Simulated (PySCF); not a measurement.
Compound: methylfluoroisocyanate silane, C₂H₄FNOSi.
Geometry (PBE0-D3(BJ)/def2-SVP, Å), atoms numbered from 1 in this order:
```xyz
10
C2H4FNOSi angstrom
C     -1.4859    0.4595    0.0480
Si    -0.1133   -0.7274   -0.3131
F     -0.0388   -0.9852   -1.9134
N      1.3865   -0.0517    0.1700
C      2.4641    0.3716    0.4768
O      3.5083    0.7887    0.7853
H     -1.3056    1.4165   -0.4652
H     -2.4507    0.0569   -0.2961
H     -1.5565    0.6551    1.1290
H     -0.2656   -2.0513    0.3382
```

Computed at PBE0/pcSseg-1 (PySCF, non-relativistic), with Q(14N) = 0.02044 b, Q(17O) = −0.0256 b: N4, 14N (I = 1): χzz = 2.309 MHz, η = 0.040; O6, 17O (I = 5/2): χzz = -4.125 MHz, η = 0.091.

(1) Where would the pure quadrupole (NQR) lines of 14N at N4 fall for the rigid, isolated species?

(2) Where would the pure quadrupole (NQR) lines of 17O at O6 fall for the rigid, isolated species?

## Answers

(1) From ν± = (3/4)|χ|(1 ± η/3) and ν0 = |χ|η/2: ν+ 1.755 MHz, ν− 1.708 MHz, ν0 0.046 MHz (isocyanate nitrogen).

(2) From the eigenvalues of H = χ/[4I(2I − 1)] × [3Iz² − I(I + 1) + η(Ix² − Iy²)], steps between neighbouring levels, labelled as for η = 0: ±1/2↔±3/2 0.624 MHz, ±3/2↔±5/2 1.236 MHz (oxygen bonded to C).

In a crystal, neighbours and librations shift these lines. The small basis limits the accuracy of the gradients.
